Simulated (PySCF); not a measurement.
# Potential energy of KSn⁺ along the bond

Set-up: PySCF, spin-free X2C with a Gaussian nucleus, basis sets K x2c-SVPall, Sn x2c-SVPall. Energies in eV from K⁺ + Sn in their ground configurations at the same level. State: ³Π (triplet), unpaired electrons σ ↑, π ↑.

```
R (Å)     PBE0
3.351  -0.2585
3.506  -0.3255
3.662  -0.3612
3.779  -0.3734
3.896  -0.3765
4.013  -0.3727
4.169  -0.3600
4.364  -0.3362
4.597  -0.3015
4.909  -0.2523
```

Q: Put a parabola through the three lowest points of the PBE0 curve and estimate Re, k and ωe (reduced mass 29.41 u; 1 eV/Å² = 0.16022 mdyn/Å; ωe = 1302.8·√(k/μ) cm⁻¹).

A: Through R = 3.779, 3.896, 4.013 Å the second-order coefficient is 0.252 eV/Å², so Re ≈ 3.890 Å, k ≈ 0.0808 mdyn/Å and ωe ≈ 68 cm⁻¹. A polynomial fit of higher order to the unrounded PBE0 energies gives Re = 3.885 Å, k = 0.0822 mdyn/Å, ωe = 68.9 cm⁻¹; anharmonicity and rounding make the difference.

The higher-order fit for each curve: PBE0: Re = 3.885 Å, ωe = 68.9 cm⁻¹, De = 0.377 eV.

The bond is weak. Basis-set superposition, not corrected here, can be much of De in a small basis, most of all at correlated wavefunction levels. These are scalar-relativistic numbers at best; spin–orbit coupling would shift them, the dissociation energy most. For an ion De counts to the pair picked by the measured ionisation energies or electron affinities, which need not be the lowest pair at this level. The state is the lowest determinant that a PBE0 search found; another state may lie lower at other levels.
